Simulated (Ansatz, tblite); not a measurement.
Forces on MoS₂⁺ at its PBE-D4/def2-TZVP geometry. The state is a doublet with charge 1.

In the def2 sets Mo takes a core potential; there is no spin–orbit coupling. The xTB rows come from tblite. At PBE-D4/def2-TZVP the charge 1 doublet is spin-contaminated (final ⟨S²⟩ up to 1.81, 0.75 for a pure state). Another isomer (doublet) lies 0.83 eV lower at PBE0-D4/def2-TZVP; other spin states weren't run for this one.

GFN1-xTB (tblite), largest force 0.90 eV/Å:

```xyz
3
positions Å, forces eV/Å
Mo   -0.394    0.924   -0.882   -0.043    0.102   -0.097
S    -0.268   -1.178   -0.102   -0.389   -0.683   -0.430
S     0.662    0.254    0.984    0.432    0.581    0.527
```

GFN2-xTB (tblite), largest force 1.42 eV/Å:

```
Mo -0.419 0.982 -0.937
S -0.141 -1.032 0.059
S 0.560 0.049 0.878
```

PBE-D4/def2-TZVP (Ansatz), largest force 0.05 eV/Å:

```
Mo 0.014 -0.032 0.031
S -0.028 -0.017 -0.040
S 0.014 0.049 0.009
```
